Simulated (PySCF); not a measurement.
C₅H₈F₃PS₂.
Z-matrix (Å and degrees, GFN2-xTB geometry), rows numbered from 1:
```
F 
C   1  1.3335
F   2  1.3410  1  107.22
F   2  1.3335  1  108.29  3   115.35
P   2  1.9024  1  110.71  3  -123.16
S   5  1.9250  2  114.99  1   -59.98
C   5  1.8432  2  100.57  1    66.83
C   7  1.5218  5  107.12  2   166.11
S   8  1.8207  7  111.55  5   -69.64
C   9  1.8207  8   99.35  7    66.67
C  10  1.5218  9  111.56  8   -66.64
H   7  1.0958  5  107.77  2   -74.94
H   7  1.0932  5  110.97  2    44.91
H   8  1.0893  7  111.22  5   172.99
H   8  1.0931  7  110.93  5    51.14
H  10  1.0893  9  105.41  8   172.52
H  10  1.0931  9  108.25  8    55.69
H  11  1.0932  5  111.00  2   -44.86
H  11  1.0958  5  107.75  2    74.98
```

NICS = −σ at a ghost point: NICS(0) at the centroid of the ring atoms, NICS(1) 1 Å to either side along the normal of their mean plane, zz for the tensor component along that normal. Level: GIAO PBE0/pcSseg-1 (PySCF, non-relativistic, gas phase) on the GFN2-xTB geometry, one conformer.

Ring bond lengths (Å), with Mayer bond orders in brackets: P5–C7 1.843 (0.88), C7–C8 1.522 (1.01), C8–S9 1.821 (1.00), S9–C10 1.821 (1.00), C10–C11 1.522 (1.01), C11–P5 1.843 (0.88).

Q: Give the NICS values of each ring in ppm.

A: 
| ring | type | NICS(0) | NICS(1), two faces | NICS(1)zz, two faces | rms pucker (Å) | centre to ring atoms, mean (Å) |
| --- | --- | --- | --- | --- | --- | --- |
| P5–C7–C8–S9–C10–C11 | 6-membered ring with P and S; formal bonds all single | -3.4 | -2.2 / -2.8 | 4.7 / 4.8 | 0.32 | 1.64 |

Q: What can be read from them?

A: 
- P5–C7–C8–S9–C10–C11: mean NICS(1)zz 4.8 ppm, deshielded. P5, C7, C8, C10, C11 have four or more neighbours, and the NICS criterion for π rings isn't applied.

Q: What field does 1 T along the ring normal induce along that normal at the second NICS(1) probe listed for ring P5–C7–C8–S9–C10–C11, 1 Å off the ring?

A: NICSzz × B0 = 4.8 ppm × 1 T = 5 μT, along the applied field.

Q: Give the inner angles of the rings and the Hirshfeld charges of the ring atoms.

A: 
- P5–C7–C8–S9–C10–C11: P5 103.9° (+0.312 e), C7 107.1° (-0.116 e), C8 111.5° (-0.072 e), S9 99.4° (-0.003 e), C10 111.6° (-0.072 e), C11 107.1° (-0.116 e); sum 640.6° against 720° for a flat convex ring.
